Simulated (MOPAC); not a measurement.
MOPAC input (PM6):

```
PM6 PRECISE GNORM=0.05 LET XYZ GEO-OK AUX(PRECISION=9) THREADS=1
CAuClO

Au   -0.00000000 1   -0.00000000 1   -0.02298669 1
Cl    0.00000000 1    0.00000000 1    2.22759416 1
O    -0.00000000 1   -0.00000000 1   -3.05909148 1
C    -0.00000000 1   -0.00000000 1   -1.93007001 1
```

Output:

```
 *******************************************************************************
 **                                                                           **
 **                              MOPAC v23.2.5                                **
 **                                                                           **
 *******************************************************************************
 ** MOPAC's Digital Object Identifier: https://doi.org/10.5281/zenodo.6511958 **
 **                                                                           **
 ** Please cite the open-source release paper for use of this MOPAC version:  **
 ** J. E. Moussa and J. J. P. Stewart (2026)                                  **
 ** MOPAC: An open-source semiempirical molecular orbital program             **
 ** J. Open Source Softw., 11(119), 8025, https://doi.org/10.21105/joss.08025 **
 *******************************************************************************

                              PM6 CALCULATION RESULTS

 *******************************************************************************
 *  PM6        - The PM6 Hamiltonian to be used
 *  GEO-OK     - OVERRIDE INTERATOMIC DISTANCE AND OTHER SAFETY CHECKS
 *  LET        - OVERRIDE SOME SAFETY CHECKS
 *  PRECISE    - TIGHTER CRITERIA TO BE USED
 *  XYZ        - CARTESIAN COORDINATE SYSTEM TO BE USED
 *  GNORM      - EXIT WHEN GRADIENT NORM DROPS BELOW 0.050
 *  AUX        - OUTPUT AUXILIARY INFORMATION
 *******************************************************************************
PM6 PRECISE GNORM=0.05 LET XYZ GEO-OK AUX(PRECISION=9) THREADS=1
 CAuClO

   ATOM   CHEMICAL          X               Y               Z
  NUMBER   SYMBOL      (ANGSTROMS)     (ANGSTROMS)     (ANGSTROMS)

     1      Au         -0.00000000  *  -0.00000000  *  -0.02298669  *
     2      Cl          0.00000000  *   0.00000000  *   2.22759416  *
     3       O         -0.00000000  *  -0.00000000  *  -3.05909148  *
     4       C         -0.00000000  *  -0.00000000  *  -1.93007001  *

          CARTESIAN COORDINATES

    NO.       ATOM           X           Y           Z

     1        Au         -0.0000     -0.0000     -0.0230
     2        Cl          0.0000      0.0000      2.2276
     3         O         -0.0000     -0.0000     -3.0591
     4         C         -0.0000     -0.0000     -1.9301

 General Reference for PM6:
 "Optimization of Parameters for Semiempirical Methods V: Modification of NDDO Approximations
 and Application to 70 Elements", J. J. P. Stewart, J. Mol. Mod., 13, 1173-1213 (2007)
 URL: https://link.springer.com/article/10.1007/s00894-007-0233-4

           Empirical Formula: C O Au Cl  =     4 atoms

      MOLECULAR POINT GROUP   :   C*v

      RHF CALCULATION, NO. OF DOUBLY OCCUPIED LEVELS = 14

          Geometry optimization using EF

          DIAGONAL MATRIX USED AS START HESSIAN

 CYCLE:     1  GRAD.:   102.415 HEAT:  35.57014
 CYCLE:     2  GRAD.:   546.494 HEAT:  47.30424
 CYCLE:     3  GRAD.:   177.434 HEAT:  33.25750
 CYCLE:     4  GRAD.:    95.850 HEAT:  25.23517
 CYCLE:     5  GRAD.:    48.480 HEAT:  24.33372
 CYCLE:     6  GRAD.:     3.461 HEAT:  23.69756
 CYCLE:     7  GRAD.:     0.515 HEAT:  23.68343
 CYCLE:     8  GRAD.:     0.020 HEAT:  23.68324

     GRADIENT =  0.01956 IS LESS THAN CUTOFF =  0.05000

 -------------------------------------------------------------------------------
 PM6 PRECISE GNORM=0.05 LET XYZ GEO-OK AUX(PRECISION=9) THREADS=1
 CAuClO

     GEOMETRY OPTIMISED USING EIGENVECTOR FOLLOWING (EF).
     SCF FIELD WAS ACHIEVED

                              PM6 CALCULATION
                                                       MOPAC v23.2.5 Linux

          FINAL HEAT OF FORMATION =         23.68324 KCAL/MOL =      99.09067 KJ/MOL

          COSMO AREA              =        114.25 SQUARE ANGSTROMS
          COSMO VOLUME            =         93.26 CUBIC ANGSTROMS

          GRADIENT NORM           =          0.01956          =       0.00978 PER ATOM
          IONIZATION POTENTIAL    =         10.654857 EV
          HOMO LUMO ENERGIES (EV) =        -10.655 -2.361
          NO. OF FILLED LEVELS    =         14
          MOLECULAR WEIGHT        =        260.4299         POINT GROUP:  C*v

          MOLECULAR DIMENSIONS (Angstroms)

            Atom       Atom       Distance
            O     3   Cl     2     5.70657
            C     4   Cl     2     0.00000
            O     3    C     4     0.00000

          SCF CALCULATIONS        =          9

   ATOM   CHEMICAL          X               Y               Z
  NUMBER   SYMBOL      (ANGSTROMS)     (ANGSTROMS)     (ANGSTROMS)

     1      Au          0.00000000  *  -0.00000000  *   0.02905520  *
     2      Cl         -0.00000000  *   0.00000000  *   2.40634525  *
     3       O          0.00000000  *  -0.00000000  *  -3.30022247  *
     4       C         -0.00000000  *  -0.00000000  *  -2.16961891  *

                             CARTESIAN COORDINATES

   1   Au        0.000000000    -0.000000000     0.029055196
   2   Cl       -0.000000000     0.000000000     2.406345253
   3    O        0.000000000    -0.000000000    -3.300222474
   4    C       -0.000000000    -0.000000000    -2.169618910

           Empirical Formula: C O Au Cl  =     4 atoms

      MOLECULAR POINT GROUP   :   C*v

                  EIGENVALUES
 -37.09698 -26.51446 -23.40439 -18.20460 -18.20460 -16.23762 -12.09343 -11.30846
 -11.30846 -10.93983 -10.66639 -10.66639 -10.65486 -10.65486  -2.36143  -1.52334
  -1.52334   2.57343  38.56443  41.94911  41.94911  92.74067  93.11626  93.11626
  94.27928  94.27928

              NET ATOMIC CHARGES AND DIPOLE CONTRIBUTIONS

  ATOM NO.   TYPE          CHARGE      No. of ELECS.   s-Pop       p-Pop       d-Pop
    1         Au           0.325873       10.6741     0.86300     0.00859     9.80254
    2         Cl          -0.473052        7.4731     1.99741     5.47368     0.00197
    3          O          -0.118582        6.1186     1.81892     4.29966
    4          C           0.265761        3.7342     1.56415     2.17009
 DIPOLE           X         Y         Z       TOTAL
 POINT-CHG.    -0.000    -0.000    -6.312     6.312
 HYBRID         0.000     0.000    -1.275     1.275
 SUM            0.000     0.000    -7.587     7.587

          ATOMIC ORBITAL ELECTRON POPULATIONS

     Atom    s        px        py        pz      x^2-y^2     xz        z^2       yz        xy
    1 Au   0.86300   0.00062   0.00062   0.00736   1.99998   1.98849   1.82559   1.98849   1.99998
    2 Cl   1.99741   1.99931   1.99931   1.47506   0.00002   0.00052   0.00089   0.00052   0.00002
    3  O   1.81892   1.45041   1.45041   1.39884
    4  C   1.56415   0.56065   0.56065   1.04879

 **********************
 *                    *
 * JOB ENDED NORMALLY *
 *                    *
 **********************

 == MOPAC DONE ==
```

The geometry given is a B3LYP-D3(BJ)/def2-TZVP minimum.
